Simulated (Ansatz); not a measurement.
Geometry optimisation, RKS PBE0-D4/STO-3G (Ansatz 0.2.0).

input.yaml

```yaml
crystal:
  periodic: [false, false, false]
  atoms:
    - { symbol: C, position_ang: [-0.8741, 1.2792, 1.0623] }
    - { symbol: Si, position_ang: [-0.3734, -0.2399, 1.9107] }
    - { symbol: Si, position_ang: [0.5514, -1.5989, 0.4096] }
    - { symbol: O, position_ang: [2.0086, -0.8395, -0.222] }
    - { symbol: B, position_ang: [0.9982, -0.7856, -1.3621] }
    - { symbol: C, position_ang: [0.3144, 0.1029, -2.4834] }
    - { symbol: H, position_ang: [-1.6302, 1.0711, 0.2631] }
    - { symbol: H, position_ang: [-1.3554, 2.0228, 1.781] }
    - { symbol: H, position_ang: [-0.0407, 1.8407, 0.634] }
    - { symbol: H, position_ang: [-1.5316, -0.9025, 2.5365] }
    - { symbol: H, position_ang: [0.5937, 0.1009, 2.9813] }
    - { symbol: H, position_ang: [0.9269, -2.9924, 0.752] }
    - { symbol: H, position_ang: [0.3965, -0.3926, -3.4761] }
    - { symbol: H, position_ang: [-0.7931, 0.2088, -2.2456] }
    - { symbol: H, position_ang: [0.7868, 1.0742, -2.5121] }
basis:
  gaussian: { orbitals: STO-3G }
hamiltonian:
  xc: pbe0
  dispersion: d4
relax:
  f_tol: 0.02
  max_steps: 40
scf:
  lower_state_search: "off"
output:
  orbitals: {}
```

Run as:

```bash
$ ansatz run input.yaml --threads 1 --pin off --max-ram 2048MiB --backend cpu --events-out ev --progress --plain --runs-dir out
```

Question: Where does it end, and by what steps?

Answer: The forces met the threshold. Limits of this set-up: minimal basis. After 17 steps the energy has fallen by 1.569 eV; H15 moved furthest, 1.14 Å.

| step | energy less start (eV) | largest force component (eV/Å) | accepted |
| --- | --- | --- | --- |
| 0 | 0.0000 | 6.901 | yes |
| 1 | -1.2129 | 2.102 | yes |
| 2 | -1.4363 | 0.803 | yes |
| 3 | -1.5002 | 0.612 | yes |
| 4 | -1.5334 | 0.330 | yes |
| 5 | -1.5564 | 0.233 | yes |
| 6 | -1.5644 | 0.145 | yes |
| 7 | -1.5652 | 0.184 | yes |
| 8 | -1.5666 | 0.053 | yes |
| 9 | -1.5670 | 0.065 | yes |
| 10 | -1.5674 | 0.060 | yes |
| 11 | -1.5679 | 0.051 | yes |
| 12 | -1.5682 | 0.079 | yes |
| 13 | -1.5685 | 0.091 | yes |
| 14 | -1.5688 | 0.064 | yes |
| 15 | -1.5691 | 0.039 | yes |
| 16 | -1.5692 | 0.029 | yes |
| 17 | -1.5693 | 0.017 | yes |

```xyz
15
Properties=species:S:1:pos:R:3
C -1.015 1.434 1.599
Si -0.442 -0.291 2.046
Si 0.458 -1.334 0.271
O 1.718 -0.279 -0.503
B 0.767 -0.569 -1.407
C 0.515 -0.209 -2.905
H -1.777 1.410 0.814
H -1.447 1.943 2.466
H -0.184 2.046 1.235
H -1.571 -1.055 2.527
H 0.507 -0.206 3.134
H 1.131 -2.571 0.617
H 0.473 -1.115 -3.524
H -0.450 0.302 -3.027
H 1.296 0.444 -3.314
```

Whether the end is a true minimum wasn't checked by a vibrational analysis.

The run took 37 s on 1 thread of Intel(R) Xeon(R) 6975P-C (Granite Rapids), with other jobs on the host, peak memory 0.17 GiB.
